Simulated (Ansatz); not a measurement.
Geometry optimisation, RKS PBE-D4/def2-SVP in Ansatz 0.2.0.

The input (input.yaml):

```yaml
crystal:
  periodic: [false, false, false]
  atoms:
    - { symbol: In, position_ang: [0.037672, -0.399507, 0.115397] }
    - { symbol: O, position_ang: [-0.069333, -0.196396, 2.111688] }
    - { symbol: H, position_ang: [-0.988484, -0.315998, 2.420319] }
    - { symbol: O, position_ang: [1.903819, -0.493701, -0.614586] }
    - { symbol: H, position_ang: [1.849436, -0.55457, -1.588937] }
    - { symbol: O, position_ang: [-1.554957, -0.654345, -1.110453] }
    - { symbol: H, position_ang: [-2.38315, -0.525769, -0.60717] }
    - { symbol: F, position_ang: [0.073388, 2.535878, 1.081126] }
    - { symbol: H, position_ang: [0.175109, 1.968309, 1.817416] }
basis:
  gaussian: { orbitals: def2-SVP }
hamiltonian:
  xc: pbe
  dispersion: d4
relax:
  f_tol: 0.03
  max_steps: 50
```

Run as:

```bash
$ ansatz run input.yaml --threads 2 --pin off --max-ram 3072MiB --backend cpu --events-out ev --progress --plain --runs-dir out
```

Question: Where does it end, and by what steps?

Answer: The forces met the threshold. After 21 steps the energy has fallen by 0.930 eV; H9 moved furthest, 0.97 Å. Parted: F8–H9 (0.94 → 1.74 Å). Joined: In1–F8 (3.09 → 2.04 Å), O2–H9 (2.20 → 1.01 Å).

```tsv
step	energy less start (eV)	largest force component (eV/Å)	accepted
0	0.0000	0.640	yes
1	-0.2102	0.804	yes
2	-0.3752	0.674	yes
3	-0.4101	1.927	yes
4	-0.5153	0.232	yes
5	-0.5408	0.434	yes
6	-0.5800	0.734	yes
7	-0.5751	2.064	no
8	-0.6793	0.622	yes
9	-0.7865	0.715	yes
10	-0.8244	1.762	yes
11	-0.7586	0.863	no
12	-0.9078	0.323	yes
13	-0.9177	0.251	yes
14	-0.9231	0.229	yes
15	-0.9265	0.195	yes
16	-0.9176	0.435	no
17	-0.9284	0.046	yes
18	-0.9283	0.131	no
19	-0.9294	0.031	yes
20	-0.9298	0.089	yes
21	-0.9301	0.015	yes
```

```xyz
9
Properties=species:S:1:pos:R:3
In 0.106 0.217 -0.156
O 0.048 0.089 2.187
H -0.819 -0.276 2.455
O 1.992 -0.142 -0.747
H 1.976 -0.903 -1.360
O -1.622 -0.730 -0.628
H -2.284 -0.033 -0.815
F -0.235 2.070 0.631
H -0.120 1.072 2.058
```

Whether the end is a true minimum wasn't checked by a vibrational analysis.

Run time: 39 s on 2 threads of Arm Neoverse V2, with other jobs on the host, peak memory 0.13 GiB.
